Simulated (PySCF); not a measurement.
## Relaxation of singlet IO₂Cl₃

Computed with PBE in PySCF with I def2-SVP with ECP28, O def2-SVP, Cl def2-SVP; scalar-relativistic core potentials, no spin–orbit coupling; density-fitted integrals. A (50,194) grid was used.

A hand-made square pyramidal (ligand arrangement 2) start, of C2v symmetry, held to at least that symmetry:

Coordinates in bohr (charge 0 multiplicity 1):
```
I     0.0000    0.0000   -0.2509
O     0.0000    3.4382   -0.9816
O     0.0000   -3.4382   -0.9816
Cl    0.0000    0.0000    4.1333
Cl    4.2884    0.0000   -1.1625
Cl   -4.2884    0.0000   -1.1625
```

Optimiser trace:
```csv
step,E − E(last) (kJ/mol),largest gradient (Eh/bohr)
0,61.29,0.03636
1,29.03,0.01196
2,22.60,0.00300
3,19.36,0.00377
4,15.28,0.00915
5,10.82,0.01138
6,4.35,0.00884
7,0.53,0.00448
8,0.22,0.00474
9,0.03,0.00102
10,0.00,0.00035
11,0.00,0.00006
```

It ends at C2v with I–Cl 2.450 Å (×3), I–O 1.821 Å (×2); Cl–I–Cl 84.7° (×2), Cl–I–Cl 169.5°, Cl–I–O 92.3° (×4), Cl–I–O 115.8° (×2), O–I–O 128.5° (after a last refinement on a finer grid). A frequency run shows a minimum. Other isomers or separated fragments may lie lower.

Final geometry:
Z-matrix (Å, degrees; charge 0 multiplicity 1):
```
I
O  1 1.8211
O  1 1.8211 2 128.47
Cl 1 2.4499 2 115.76 3 180.00
Cl 1 2.4506 2 92.28 3 94.73
Cl 1 2.4506 2 92.28 3 -94.73
```

The relaxation took about 2 core-minutes on a shared host.
